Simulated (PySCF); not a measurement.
## Polarisability and C₆ of Mo²⁺ (molybdenum, charge +2)

[Kr] 4d4, high-spin 5D determinant. All numbers are calculated (PySCF 2.14, scalar relativity by spin-free X2C-1e, in x2c-TZVPPall with one added diffuse shell each of s, p, d, f type (9s7p7d3f1g, 95 functions)). Coupled (time-dependent) response in atomic units; α is the mean over directions.

| method | mean α (bohr³) | α xx, yy, zz | C₆ (like pair) | S(−4) |
| --- | --- | --- | --- | --- |
| PBEsol | 10.32 | 9.793, 9.793, 11.37 | 54.84 | 44.67 |

S(−4) is the Cauchy moment in α(ω) = α(0) + S(−4) ω² + …

Spin-orbit coupling is absent.

α(iu) at PBEsol:

```
u (hartree)  α(iu) (bohr³)
          0          10.32
     0.0500          10.21
      0.100          9.904
      0.200          8.947
      0.300          7.895
      0.500          6.165
      0.750          4.699
       1.00          3.702
       1.50          2.445
       2.00          1.712
       3.00         0.9543
       5.00         0.4135
```

For an ion, C₆ is the dispersion term alone; charge-induced terms of lower order in 1/R come first.

The components differ because the open shell of this determinant is not spherical; for a pure term their mean is the scalar polarisability.
